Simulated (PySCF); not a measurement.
**LDA on Sc (scandium, neutral)**

Configuration: [Ar] 3d3, high-spin 4F determinant (an excited configuration). All numbers are calculated (PySCF 2.14, the spin-free X2C one-electron Hamiltonian (Gaussian nucleus), in aug-cc-pwCVTZ-DK with one added diffuse shell each of s, p, d, f, g type (11s10p8d5f4g, 152 functions)).

* Total energy: -762.098 hartree
* One-electron energy: -1048.187 hartree
* Hartree (Coulomb) energy: 323.508 hartree
* Exchange-correlation energy: -37.419 hartree
* ⟨S²⟩: 3.7501
* ⟨L²⟩: 12.005
* Sum of ⟨r⟩: 20.39 bohr
* Sum of ⟨r²⟩: 49.15 bohr²
* Langevin diamagnetic susceptibility: -38.9 ×10⁻⁶ cm³/mol

```tsv
shell	electrons	mean orbital energy (eV)	rms radius, mean of both spins (bohr)
1s β	1	-4377.6	0.0846
1s α	1	-4377.6	0.0846
2s α	1	-467.57	0.375
2s β	1	-467.17	0.375
2p α	3	-382.79	0.342
2p β	3	-382.48	0.342
3s α	1	-50.636	1.17
3s β	1	-49.267	1.17
3p α	3	-29.750	1.30
3p β	3	-28.353	1.30
3d α	3	-1.232	3.43
```

Densities and radii are taken from the X2C orbitals without a picture-change correction, which distorts them close to the nucleus.
